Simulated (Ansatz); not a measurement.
`[F][Al]([Cl])[SeH]` + NH₃ → `[NH2][Al]([F])[Cl]` + H₂Se at 500 K and 1 bar (ligand exchange at the Al–Se bond).

Gas-phase electronic energies from Ansatz, PBE0-D4/def2-TZVP geometries. CCSD(T)/CBS is the MP2 limit (def2-TZVPP, def2-QZVPP) plus CCSD(T) − MP2 in def2-TZVPP, frozen cores. This one scheme is used for every species. For Se outer-core shells are correlated without core-valence functions, which leaves a few kJ/mol of doubt a bond. Scalar relativity is left out up to krypton. Each species was taken in one conformer, which may not be the lowest.

| species | CCSD(T)/CBS energy (Eh) | H − E (kJ/mol) | S (J/(mol·K)) |
| --- | --- | --- | --- |
| `[F][Al]([Cl])[SeH]` | -3203.08897 | 69.1 | 385.9 |
| NH₃ | -56.50880 | 108.2 | 211.8 |
| `[NH2][Al]([F])[Cl]` | -857.68991 | 114.6 | 363.5 |
| H₂Se | -2401.89790 | 53.1 | 237.8 |

H − E and S are ideal-gas, rigid-rotor, harmonic terms from PBE0-D4/def2-TZVP, for one conformer and one mirror image of each species. 1 Eh = 2625.50 kJ/mol, R = 8.31446 J/(mol·K).

Problem. By hand: ΔE, ΔH, ΔS and ΔG.

Solution. ΔE = (-857.68991) + (-2401.89790) − (-3203.08897) − (-56.50880) = 0.00996 Eh = 26.1 kJ/mol. Δ(H − E) = 114.6 + 53.1 − 69.1 − 108.2 = -9.6, so ΔH = 16.5 kJ/mol. ΔS = 363.5 + 237.8 − 385.9 − 211.8 = 3.6 J/(mol·K). ΔG = 16.5 − 500 × (3.6)/1000 = 14.7 kJ/mol.

Problem. By hand: the equilibrium constant, and the temperature at which ΔG would vanish if ΔH and ΔS stayed fixed.

Solution. log₁₀ K = −ΔG/(RT ln 10) = -1.5. ΔG = 0 at ΔH/ΔS = 4583 K, far beyond where these terms or the molecules hold.

The number of gas molecules stays the same, so ΔS is small and ΔH decides. A doubt of 5 kJ/mol in ΔE shifts log₁₀ K by 0.5 here. Other conformers and mirror images would add mixing entropy, several J/(mol·K) or more a flexible species. These are equilibria of isolated gas molecules and say nothing of rates. Largest T1 diagnostic: 0.010 (customary marks: 0.02 for closed shells, 0.045 for open ones).
